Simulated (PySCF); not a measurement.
Si(F)(OH)2(OMe) (CH5FO3Si), SMILES CO[Si](O)(F)O.

The structure is a stationary point at r2SCAN-D4/def2-SVP. The structure was generated by enumeration, and PubChem lists no compound with its InChIKey, so it may never have been made. One conformer was computed; it need not be the lowest.

Level of theory: PBE/def2-TZVP in PySCF.

Computed frontier levels, gap, dipole moment and polarisability:
| Quantity | Value |
|---|---|
| highest occupied level | -7.01 eV |
| lowest empty level | -0.48 eV |
| orbital gap | 6.53 eV |
| dipole moment | 0.34 D |
| quadrupole, principal values (traceless, Buckingham form, about the centre of nuclear charge) | -10.11, 3.91, 6.20 D·Å |
| mean static polarisability | 46.1 bohr³ (6.83 Å³) |
| polarisability, principal values | 40.6, 45.3, 52.4 bohr³ |
